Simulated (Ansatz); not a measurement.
Consider the redistribution: `[SiH3][S][AlH][SH]` + `C[O][Ga]([NH2])[NH2]` → `C[O][AlH][S][SiH3]` + `[NH2][Ga]([NH2])[SH]`.

Computed with Ansatz on PBE0-D4/def2-TZVP structures; ΔE is electronic, products minus reactants. CCSD(T)/CBS is the MP2 limit (def2-TZVPP, def2-QZVPP) plus CCSD(T) − MP2 in def2-TZVPP, frozen cores. Functionals use def2-TZVPP. B3LYP here is the variant with VWN-RPA as its local correlation; programs differ in this. For Ga outer-core shells are correlated without core-valence functions, which leaves a few kJ/mol of doubt a bond. Scalar relativity is left out up to krypton. One conformer a species, not always the lowest.

(1) Is it downhill or uphill in electronic energy at CCSD(T)/CBS, and by how much? (Best estimate.)

(2) What do these levels give: r2SCAN-D4, B3LYP-D4, ωB97X-V, PBE, B3LYP, SCS-MP2/def2-TZVPP, CCSD/def2-TZVPP, CCSD(T)/def2-TZVPP, SCS-MP2/def2-QZVPP, HF/CBS(def2), MP2/CBS(def2), CCSD/CBS(def2)? (An estimate is asked.)

Largest T1 diagnostic among the species: 0.013.

Results:

(1) Ansatz gave: Downhill: ΔE = -13.3 kcal/mol.

(2) Ansatz gave: r2SCAN-D4 -13.6, B3LYP-D4 -14.5, ωB97X-V -13.7, PBE -12.6, B3LYP -14.6, SCS-MP2/def2-TZVPP -13.4, CCSD/def2-TZVPP -13.5, CCSD(T)/def2-TZVPP -13.0, SCS-MP2/def2-QZVPP -13.5, HF/CBS(def2) -15.7, MP2/CBS(def2) -13.5, CCSD/CBS(def2) -13.9 kcal/mol.

From PBE to PBE0 (25 % exact exchange), in def2-TZVPP and without D4, ΔE moves by −0.7 kcal/mol. In def2-TZVPP, CCSD(T) changes the Hartree–Fock value by +2.6 kcal/mol (the triples alone add +0.5 kcal/mol) and MP2 by +2.4 kcal/mol.
